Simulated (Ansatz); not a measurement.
`O=CB(S)Cl` + HBr → `SB(Cl)Br` + `C=O` at 600 K and 1 bar (ligand exchange at a B–C bond).

Computed with Ansatz on PBE0-D4/def2-TZVP structures; ΔE is electronic, products minus reactants. CCSD(T)/CBS adds triple-zeta CCSD(T) − MP2 to the extrapolated MP2 energy (def2 sets, frozen cores). This one scheme is used for every species. For Br outer-core shells are correlated without core-valence functions, which leaves a few kJ/mol of doubt a bond. Scalar relativity is left out up to krypton. Each species was taken in one conformer, which may not be the lowest.

```tsv
species	CCSD(T)/CBS energy (Eh)	H − E (kJ/mol)	S (J/(mol·K))
`O=CB(S)Cl`	-996.81887	138.6	407.2
HBr	-2573.91920	33.5	219.1
`SB(Cl)Br`	-3456.37310	83.0	379.6
`C=O`	-114.39408	92.5	246.7
```

H − E and S are ideal-gas, rigid-rotor, harmonic terms from PBE0-D4/def2-TZVP, for one conformer and one mirror image of each species. 1 Eh = 2625.50 kJ/mol, R = 8.31446 J/(mol·K).

**Question.** By hand: ΔE, ΔH, ΔS and ΔG.

**Answer.** ΔE = (-3456.37310) + (-114.39408) − (-996.81887) − (-2573.91920) = -0.02911 Eh = -76.4 kJ/mol. Δ(H − E) = 83.0 + 92.5 − 138.6 − 33.5 = 3.4, so ΔH = -73.0 kJ/mol. ΔS = 379.6 + 246.7 − 407.2 − 219.1 = 0.0 J/(mol·K). ΔG = -73.0 − 600 × (0.0)/1000 = -73.0 kJ/mol.

**Question.** By hand: the equilibrium constant, and the temperature at which ΔG would vanish if ΔH and ΔS stayed fixed.

**Answer.** log₁₀ K = −ΔG/(RT ln 10) = 6.4. With ΔH or ΔS at zero there is no such temperature.

The number of gas molecules stays the same, so ΔS is small and ΔH decides. A doubt of 5 kJ/mol in ΔE shifts log₁₀ K by 0.4 here. Other conformers and mirror images would add mixing entropy, several J/(mol·K) or more a flexible species. Modes under 60 cm⁻¹, often nearly free rotors, make the harmonic entropy too high. These are equilibria of isolated gas molecules and say nothing of rates. Largest T1 diagnostic: 0.015 (customary marks: 0.02 for closed shells, 0.045 for open ones).

ΔS is within the doubt of such terms, so its sign, and with it that verdict, could turn.
